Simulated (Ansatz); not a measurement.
Reaction (ligand exchange at the Si–N bond): `N[SiH2]O[SiH3]` + `O[SiH3]` → `[SiH3]O[SiH2]O[SiH3]` + NH₃

Isolated molecules relaxed with PBE0-D4/def2-TZVP in Ansatz; ΔE leaves out vibrations. CCSD(T)/CBS adds triple-zeta CCSD(T) − MP2 to the extrapolated MP2 energy (def2 sets, frozen cores). This one scheme is used for every species. Functionals use def2-TZVPP. HSE06 is defined as in plane-wave codes. One conformer a species, not always the lowest.

(1) Is it downhill or uphill in electronic energy at CCSD(T)/CBS, and by how much? (Estimate.)

(2) What do these levels give: HSE06-D4, BHLYP-D4, HSE06, MP2/def2-SVP, CCSD/def2-SVP, MP2/def2-TZVPP? (Best estimate.)

Largest T1 diagnostic among the species: 0.012.

## Answers

(1) Ansatz gave: Downhill: ΔE = -15.8 kcal/mol.

(2) Computed: HSE06-D4 -14.5, BHLYP-D4 -17.3, HSE06 -13.5, MP2/def2-SVP -15.1, CCSD/def2-SVP -15.5, MP2/def2-TZVPP -15.5 kcal/mol.

In def2-TZVPP, CCSD(T) changes the Hartree–Fock value by +1.5 kcal/mol (the triples alone add +0.2 kcal/mol) and MP2 by +1.7 kcal/mol. Leaving LDA and LC-ωPBE aside and taking each functional with its dispersion term where it has one, the values, not all of them listed here, spread over 3.6 kcal/mol, from BHLYP-D4 to PBE-D4.
